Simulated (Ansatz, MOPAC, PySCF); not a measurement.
Complex: HCl (SMILES Cl) (first 2 atoms) with H2 (SMILES [H][H]); geometry from B3LYP-D3(BJ)/def2-TZVP.
(charge 0, multiplicity 1):
```xyz
4

Cl    -0.11796    -0.58843    -0.72129
H     -0.07379    -0.40224     0.54699
H     -0.35293     0.02696     2.80098
H      0.36558    -0.16997     2.80402
```

Counterpoise-corrected where a basis set is named; no monomer relaxation.

Cores are frozen in the correlated methods. CBS: X⁻³ extrapolation of the correlation energy, Hartree–Fock from the larger set. Rows in 6-31G* carry no dispersion term and start afresh at each structure (6-31G* with six Cartesian d functions). MP2/6-31G* freezes PySCF's default core. The state that PM3 reach isn't checked.

Codes used: Ansatz (Gaussian orbitals); MOPAC for PM3 (differences of heats of formation); PySCF for 6-31G* rows, the dispersion terms. Each number belongs to the level named beside it.

```json
[
 {"level": "PM3", "interaction energy (kcal/mol)": "-1.26"},
 {"level": "BLYP-D3(BJ)/def2-TZVPPD", "interaction energy (kcal/mol)": "-0.56"},
 {"level": "r2SCAN-D4/def2-TZVPPD", "interaction energy (kcal/mol)": "-0.41"},
 {"level": "B3LYP-D3(BJ)/def2-TZVPPD", "interaction energy (kcal/mol)": "-0.65"},
 {"level": "CAM-B3LYP-D4/def2-TZVPPD", "interaction energy (kcal/mol)": "-0.66"},
 {"level": "B2PLYP-D3(BJ)/def2-TZVPPD", "interaction energy (kcal/mol)": "-0.55"},
 {"level": "MP2/6-31G*", "interaction energy (kcal/mol)": "___"},
 {"level": "MP2/aug-cc-pV(Q+d)Z", "interaction energy (kcal/mol)": "-0.60"},
 {"level": "CCSD(T)/CBS(aug-cc-pV(T+d)Z, aug-cc-pV(Q+d)Z)", "interaction energy (kcal/mol)": "-0.60"}
]
```

### Question
What belongs in the gaps?

### Answer

- MP2/6-31G*, interaction energy (kcal/mol): 0.22

Ansatz is a quantum-chemistry and plane-wave program.
